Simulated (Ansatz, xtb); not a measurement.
# Two structures of ClGeHOTe

Structure a: `[OH][Ge]([Cl])=[Te]`, a singlet. Structure b: a singlet given by its coordinates. Both are isolated molecules in the gas phase, relaxed with PBE0-D3(BJ)/def2-SVP; the shapes shown needn't be the lowest conformers.

a (Å):

```json
{"atom": "Cl", "x (Å)": "-1.4868", "y (Å)": "-2.5603", "z (Å)": "3.7195"}
{"atom": "Ge", "x (Å)": "-0.4427", "y (Å)": "-2.7424", "z (Å)": "1.8416"}
{"atom": "O", "x (Å)": "-1.6798", "y (Å)": "-3.3430", "z (Å)": "0.7551"}
{"atom": "Te", "x (Å)": "1.8008", "y (Å)": "-2.2589", "z (Å)": "1.3540"}
{"atom": "H", "x (Å)": "-2.5310", "y (Å)": "-3.4627", "z (Å)": "1.1988"}
```

b (Å):

```yaml
atoms:
  - { symbol: Cl, position_ang: [1.3343, 0.3713, 1.4714] }
  - { symbol: Ge, position_ang: [-1.1183, -0.5462, -1.1567] }
  - { symbol: O, position_ang: [0.0582, 0.7499, -1.3712] }
  - { symbol: Te, position_ang: [-0.4112, -1.2671, 1.2985] }
  - { symbol: H, position_ang: [0.6631, 0.9186, -0.6240] }
```

Close contacts (Å): Cl1–Te4 2.40, Ge2–O3 1.76, Ge2–Te4 2.65, O3–H5 0.98.

Quicker runs give these differences E(b) − E(a): GFN2-xTB +0.9 kcal/mol; HF/STO-3G +13.3 kcal/mol (at GFN2-xTB geometries); r2SCAN-D4/def2-SVP +14.8 kcal/mol (at GFN2-xTB geometries).

**Question.** Estimate E(b) − E(a) at the level CCSD(T)/def2-SVP + ΔMP2/def2-TZVPP.

**Answer.** Calculated at CCSD(T)/def2-SVP + ΔMP2/def2-TZVPP: E(b) − E(a) = +17.4 kcal/mol, so structure a lies lower.

How the difference moves with the method:

```tsv
level	geometry	E(b) − E(a) (kcal/mol)	departure from the last row (kcal/mol)	job, with rough time for the two
GFN2-xTB	GFN2-xTB	+0.9	−16.5	optimisation, 0.7 s
HF/STO-3G	GFN2-xTB	+13.3	−4.1	single point, 5.1 s
r2SCAN-D4/def2-SVP	GFN2-xTB	+14.8	−2.6	single point, 11 s
PBE0-D3(BJ)/def2-SVP	PBE0-D3(BJ)/def2-SVP	+13.6	−3.8	optimisation, 2.3 min
HF/def2-SVP	PBE0-D3(BJ)/def2-SVP	+18.3	+0.9	part of the CCSD(T) run
MP2/def2-SVP	PBE0-D3(BJ)/def2-SVP	+23.6	+6.2	part of the CCSD(T) run
CCSD(T)/def2-SVP	PBE0-D3(BJ)/def2-SVP	+18.1	+0.7	single point
CCSD(T)/def2-SVP + ΔMP2/def2-TZVPP	PBE0-D3(BJ)/def2-SVP	+17.4		single point, 99 s
```

None of the levels shown reverses the order. The largest departure from CCSD(T)/def2-SVP + ΔMP2/def2-TZVPP is that of GFN2-xTB, 16.5 kcal/mol. The last row adds to CCSD(T) the change of the MP2 difference between the two basis sets, here −0.7 kcal/mol.

With harmonic frequencies from PBE0-D3(BJ)/def2-SVP (ideal gas, rigid rotor, one conformer each, 200 K, 1 atm): the zero-point term adds −0.1 kcal/mol; ΔH is +17.3 and ΔG +17.2 kcal/mol.

The correlated steps freeze 19 core orbitals; the filled d shell of Ge and Te is correlated, in a basis made for valence electrons. Atoms past krypton carry core potentials in the def2 sets, other sets are all-electron and non-relativistic, and no spin–orbit term is included. Programs: Ansatz 0.2.0, xtb 6.7.1; the last row on 1 thread of Intel(R) Xeon(R) Processor @ 2.50GHz (Skylake/Cascade Lake) on a shared host.
